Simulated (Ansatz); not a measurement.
`NC1(O)N[SiH2]1` and `NC1N[SiH2]1` differ in one atom or group.

Ansatz, PBE0-D4/def2-TZVP geometries, multiplicity 1. Each molecule was computed in one conformer, which needn't be the lowest.

```json
{"property": "HOMO energy (ωB97M-V/def2-TZVPP) / eV", "`NC1(O)N[SiH2]1`": "-8.82"}
{"property": "LUMO energy (PBE0/def2-TZVPP) / eV", "`NC1(O)N[SiH2]1`": "-0.32"}
{"property": "zero-point energy (PBE0-D4/def2-TZVP) / kJ/mol", "`NC1(O)N[SiH2]1`": "211.3"}
{"property": "HOMO energy (PBE0/def2-TZVPP) / eV", "`NC1(O)N[SiH2]1`": "-6.60"}
{"property": "size of the dipole moment (B3LYP/def2-TZVPP) / D", "`NC1(O)N[SiH2]1`": "0.67"}
{"property": "LUMO energy (PBE/def2-TZVPP) / eV", "`NC1(O)N[SiH2]1`": "-1.13"}
```

**Question.** Give the same properties after the change, and the shifts. (Best estimate.)

**Answer.** The calculation gave: 
```json
{"property": "HOMO energy (ωB97M-V/def2-TZVPP) / eV", "`NC1N[SiH2]1`": "-9.11", "shift": "-0.29"}
{"property": "LUMO energy (PBE0/def2-TZVPP) / eV", "`NC1N[SiH2]1`": "-0.15", "shift": "0.17"}
{"property": "zero-point energy (PBE0-D4/def2-TZVP) / kJ/mol", "`NC1N[SiH2]1`": "200.1", "shift": "-11.2"}
{"property": "HOMO energy (PBE0/def2-TZVPP) / eV", "`NC1N[SiH2]1`": "-6.84", "shift": "-0.24"}
{"property": "size of the dipole moment (B3LYP/def2-TZVPP) / D", "`NC1N[SiH2]1`": "1.09", "shift": "0.42"}
{"property": "LUMO energy (PBE/def2-TZVPP) / eV", "`NC1N[SiH2]1`": "-0.98", "shift": "0.15"}
```

With PBE0 the HOMO falls by 0.24 eV and the LUMO rises by 0.17 eV, so the gap widens by about 0.41 eV. PBE moves the HOMO by -0.15 eV and ωB97M-V by -0.29 eV. The zero-point energy changes by -11.2 kJ/mol with -3 modes. Dipoles are sizes alone; their direction can turn.

B3LYP here is the variant with VWN-RPA as its local correlation; programs differ in this.
